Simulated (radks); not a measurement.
Results of a calculation; reference values are marked as such.
All-electron atom: Pm XXII in [Kr] 4d4 (the NIST ground configuration).

Code: a radial shooting solver on a logarithmic mesh with Libxc functionals. Model: Dirac Kohn-Sham, exchange-only PBE, spin-unpolarised, spherical densities, finite nucleus; open shells fill j = l - 1/2 first; Fermi nuclear charge, rms radius 4.962 fm.

Energy parts (hartree):
| part | energy |
|---|---|
| total | -9842.2118 |
| kinetic | 10660.6411 |
| electron-nucleus | -23214.0798 |
| Hartree | 2916.9083 |
| exchange | -205.6813 |

Orbitals (lengths in bohr, moments of r in powers of bohr):
1s1/2: occ. 2; eigenvalue (hartree) -1674.389; <1/r> 67.42; <r> 0.02318; <r^2> 0.0007318; small-component weight 5.13e-02
2s1/2: occ. 2; eigenvalue (hartree) -290.1758; <1/r> 16.00; <r> 0.09842; <r^2> 0.01149; small-component weight 1.12e-02
2p1/2: occ. 2; eigenvalue (hartree) -275.9727; <1/r> 15.98; <r> 0.08242; <r^2> 0.008384; small-component weight 1.13e-02
2p3/2: occ. 4; eigenvalue (hartree) -255.3751; <1/r> 14.30; <r> 0.08893; <r^2> 0.009628; small-component weight 1.05e-02
3s1/2: occ. 2; eigenvalue (hartree) -79.55119; <1/r> 5.835; <r> 0.2589; <r^2> 0.07668; small-component weight 3.54e-03
3p1/2: occ. 2; eigenvalue (hartree) -73.48757; <1/r> 5.750; <r> 0.2484; <r^2> 0.07169; small-component weight 3.48e-03
3p3/2: occ. 4; eigenvalue (hartree) -69.29582; <1/r> 5.330; <r> 0.2607; <r^2> 0.07875; small-component weight 3.28e-03
3d3/2: occ. 4; eigenvalue (hartree) -58.81527; <1/r> 5.204; <r> 0.2319; <r^2> 0.06324; small-component weight 3.16e-03
3d5/2: occ. 6; eigenvalue (hartree) -57.90211; <1/r> 5.098; <r> 0.2357; <r^2> 0.06521; small-component weight 3.10e-03
4s1/2: occ. 2; eigenvalue (hartree) -30.70574; <1/r> 2.594; <r> 0.5578; <r^2> 0.3497; small-component weight 1.27e-03
4p1/2: occ. 2; eigenvalue (hartree) -28.29942; <1/r> 2.514; <r> 0.5635; <r^2> 0.3592; small-component weight 1.22e-03
4p3/2: occ. 4; eigenvalue (hartree) -27.20396; <1/r> 2.382; <r> 0.5845; <r^2> 0.3860; small-component weight 1.16e-03
4d3/2: occ. 4; eigenvalue (hartree) -23.20101; <1/r> 2.238; <r> 0.5925; <r^2> 0.4015; small-component weight 1.05e-03
4d5/2: occ. 0; eigenvalue (hartree) -22.97950; <1/r> 2.207; <r> 0.5987; <r^2> 0.4097; small-component weight 1.03e-03

The highest occupied level is 4d3/2 at -631.33 eV. The density falls to 0.001 e/bohr^3 at r = 1.50 bohr. For comparison, the ionisation energy in NIST's Atomic Spectra Database is 651 eV (theoretical). In exact Kohn-Sham theory the highest level is minus the ionisation energy, but local and semilocal functionals leave it too shallow, through self-interaction and a potential that decays too fast; potentials with the right tail come closer. The electron density at the nucleus is 4.928e+05 e/bohr^3. Summed over all electrons, <r^2> = 5.904 bohr^2, which gives a Langevin (diamagnetic) susceptibility term of -4.68 x 10^-6 cm^3/mol.

Beside tabulated values, note that spin-unpolarised runs miss the spin-polarisation part of the exchange energy of open shells.
